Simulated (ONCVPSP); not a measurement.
**Pseudopotential generation for chromium: ONCV, PBE, fully relativistic.**

```json
{"Element": "chromium (Cr)", "Generator": "ONCVPSP 4.0.1", "Type": "optimised norm-conserving Vanderbilt (ONCV)", "Functional": "PBE", "Relativity": "fully relativistic", "Frozen core": "[Ar]", "Valence charge": "6", "Reference configuration": "3d4 (charge +2)", "Partial waves": "s scattering state at 0.05 Ha: rc 1.35 bohr, ncon 5, nbas 9, qcut 5.1 1/bohr, 2 projectors, debl 1.2 Ha; p scattering state at 0.07 Ha: rc 1.55 bohr, ncon 3, nbas 7, qcut 5.9 1/bohr, 1 projector; 3d: rc 1.60 bohr, ncon 4, nbas 9, qcut 9.7 1/bohr, 2 projectors, debl 0.3 Ha", "Local potential": "polynomial inside 1.10 bohr (lpopt 5, dvloc0 0 Ha)", "Core correction": "Teter function, fcfact 1.5, rcfact 1.1"}
```

Open shells are filled in proportion to 2j + 1.

All-electron outer shells of the reference configuration (PBE, scalar-relativistic, ld1.x):

```json
{"shell": "3d", "level (eV)": "-22.86", "outermost node (bohr)": "–", "outermost maximum (bohr)": "0.82"}
```

**Question.** Does this generation succeed?

**Answer.** No. ONCVPSP 4.0.1 stopped with "optimize: ERROR ps0norm > uunorm, code will stop": the continuity conditions at rc already need more norm inside rc than the all-electron wave has, so norm conservation cannot be met. It happened in the s channel.
